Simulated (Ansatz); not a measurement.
Basis-set extrapolation for `[OH][Al]1[CH]=N[SiH2]1` (PBE0-D4/def2-TZVP geometry, frozen core, the Gaussian-basis code of Ansatz). Multiplicity 1, RHF reference.

```json
{"": "HF", "def2-TZVPP": "-700.472360", "def2-QZVPP": "-700.496170"}
{"": "MP2 correlation", "def2-TZVPP": "-0.782310", "def2-QZVPP": "-0.840401"}
{"": "CCSD(T) correlation", "def2-TZVPP": "-0.849083", "def2-QZVPP": "not run"}
```

Energies in hartree. Use E(X) = E(∞) + A·exp(−7.88·√X) for Hartree–Fock and E(X) = E(∞) + B·X^(−2.97) for correlation, with X = 3 and 4, and add CCSD(T) minus MP2 of the smaller set to the MP2 limit.

What is the CCSD(T) energy at the basis-set limit?

HF limit: -700.496170 + (-0.023810) × 0.13774 = -700.49945. MP2 limit: -0.840401 + (-0.058091) × 0.74074 = -0.88343. Higher-order term: -0.849083 − (-0.782310) = -0.06677. Total: -701.44965 hartree, 336.6 kJ/mol below CCSD(T)/def2-TZVPP.
